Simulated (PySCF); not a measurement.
Cartesian coordinates in Å; atom numbers follow the order of the lines, from 1:
```xyz
14

F    -3.471    0.122    0.221
C    -2.102    0.095    0.333
C    -1.496   -0.318   -0.988
C    -0.003   -0.371   -0.973
N     0.680   -0.100    0.059
Si    2.431   -0.138    0.139
H    -1.744    1.094    0.629
H    -1.817   -0.611    1.129
H    -1.819    0.374   -1.787
H    -1.884   -1.307   -1.292
H     0.459   -0.666   -1.943
H     2.912    1.219    0.527
H     3.050   -0.530   -1.172
H     2.833   -1.118    1.189
```

Geometry: PBE0-D3(BJ)/def2-SVP; GIAO shifts from PySCF 2.14.0 with density-fitted response routines, gas phase, non-relativistic, averaged over equivalent atoms.

At PBE0/pcSseg-0 (74 basis functions, 7.3 s wall time on 1 thread of an Arm Neoverse V1, shared host):
```
      atoms  δ (ppm)
         F1   -281.5
         C4    189.3
         C2     83.9
         C3     48.0
         N5    382.5
        Si6    -69.3
        H11     8.72
H12/H13/H14     5.30
      H7/H8     4.92
     H9/H10     2.91
```

Referencing at the same level of theory: ¹⁹F (178.37 ppm) against CFCl3; ¹³C (193.52 ppm) and ²⁹Si (348.52 ppm) and ¹H (32.83 ppm) vs TMS; ¹⁵N (266.02 ppm) against NH3.

Problem. Estimate the result of repeating the calculation with PBE0/cc-pVTZ.

Solution. 
| atoms | δ at PBE0/cc-pVTZ | change |
| --- | --- | --- |
| F1 | -248.7 | +32.8 |
| C4 | 183.1 | -6.2 |
| C2 | 81.0 | -2.9 |
| C3 | 45.4 | -2.6 |
| N5 | 361.5 | -21.0 |
| Si6 | -37.8 | +31.5 |
| H11 | 9.05 | +0.33 |
| H12/H13/H14 | 4.83 | -0.47 |
| H7/H8 | 4.66 | -0.26 |
| H9/H10 | 2.81 | -0.10 |

Shifts are taken against calculated references (same method and geometry level): CFCl3 for ¹⁹F (σref 182.60); TMS for ¹³C (σref 187.29) and ²⁹Si (σref 360.00) and ¹H (σref 31.29); ¹⁵N (σref 266.77) against NH3.

The largest change is at F1 (fluorine on an sp3 carbon). Cost: 296 basis functions, 50 s wall time on 1 thread of an Arm Neoverse V1, shared host. The order of the carbon signals is the same at both levels.

Unscaled 19F shifts against computed CFCl3 carry errors that often reach 10 to 50 ppm. Experimental scales use liquid or dissolved standards, which lie at an offset from isolated NH3 (liquid NH3: subtract about 20 ppm). Unscaled 15N shifts of sp2 nitrogen come out 20 to 40 ppm too high even then.
